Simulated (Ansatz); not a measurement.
Start from `C/N=C\N` and change one atom or group to get `C/N=C\[Se][AlH2]`.

Ansatz, PBE0-D4/def2-TZVP geometries, multiplicity 1. Each molecule was computed in one conformer, which needn't be the lowest.

Scalar relativity is left out up to krypton. Spin–orbit coupling is left out; it splits and shifts lone-pair levels of the heavy atoms by tenths of an eV.

| property | `C/N=C\N` |
| --- | --- |
| LUMO energy (ωB97M-V/def2-TZVPP) / eV | 2.25 |
| HOMO energy (ωB97M-V/def2-TZVPP) / eV | -9.06 |
| HOMO–LUMO gap (ωB97M-V/def2-TZVPP) / eV | 11.31 |
| LUMO energy (PBE0/def2-TZVPP) / eV | 0.84 |
| HOMO–LUMO gap (PBE/def2-TZVPP) / eV | 5.32 |
| HOMO–LUMO gap (B3LYP/def2-TZVPP) / eV | 7.06 |

Q: What does the change do to each property? (Best estimate.)

A: Ansatz gave: 
```json
{"property": "LUMO energy (ωB97M-V/def2-TZVPP) / eV", "`C/N=C\\[Se][AlH2]`": "0.04", "shift": "-2.21"}
{"property": "HOMO energy (ωB97M-V/def2-TZVPP) / eV", "`C/N=C\\[Se][AlH2]`": "-9.27", "shift": "-0.21"}
{"property": "HOMO–LUMO gap (ωB97M-V/def2-TZVPP) / eV", "`C/N=C\\[Se][AlH2]`": "9.31", "shift": "-2.00"}
{"property": "LUMO energy (PBE0/def2-TZVPP) / eV", "`C/N=C\\[Se][AlH2]`": "-1.56", "shift": "-2.40"}
{"property": "HOMO–LUMO gap (PBE/def2-TZVPP) / eV", "`C/N=C\\[Se][AlH2]`": "3.69", "shift": "-1.63"}
{"property": "HOMO–LUMO gap (B3LYP/def2-TZVPP) / eV", "`C/N=C\\[Se][AlH2]`": "5.19", "shift": "-1.87"}
```

With PBE0 the HOMO falls by 0.37 eV and the LUMO falls by 2.40 eV, so the gap narrows by about 2.03 eV. PBE moves the HOMO by -0.51 eV and ωB97M-V by -0.21 eV.

B3LYP here is the variant with VWN-RPA as its local correlation; programs differ in this.
